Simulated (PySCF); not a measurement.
H₆InN₃. Atoms are numbered in the order given.

```xyz
10

In     0.0133    -0.0039     0.0000
N      0.0828     2.0504     0.0000
H     -0.3261     2.4934     0.8222
H     -0.3261     2.4934    -0.8222
N     -0.1186    -1.0103     1.7872
H      0.3112    -0.5333     2.5790
H      0.2300    -1.9681     1.7780
N     -0.1186    -1.0103    -1.7872
H      0.2300    -1.9681    -1.7780
H      0.3112    -0.5333    -2.5790
```

Geometry optimised at B3LYP-D3(BJ)/def2-SVP. The structure was generated by enumeration; whether it is a known compound was not checked. The def2 effective core potentials stand for the cores of In; spin–orbit coupling is left out. The values are those of a single conformer.

The numbers are results of B3LYP/def2-TZVP run with PySCF, not measurements.

- total energy: -358.16453 hartree
- point group: Cs
- highest occupied level: -6.54 eV
- lowest empty level: -1.15 eV
- orbital gap: 5.40 eV
- dipole moment: 1.08 D
- quadrupole, principal values (traceless, Buckingham form, about the centre of nuclear charge): -10.32, 1.71, 8.62 D·Å
- mean static polarisability: 60.7 bohr³ (9.00 Å³)
- polarisability, principal values: 45.5, 67.5, 69.1 bohr³
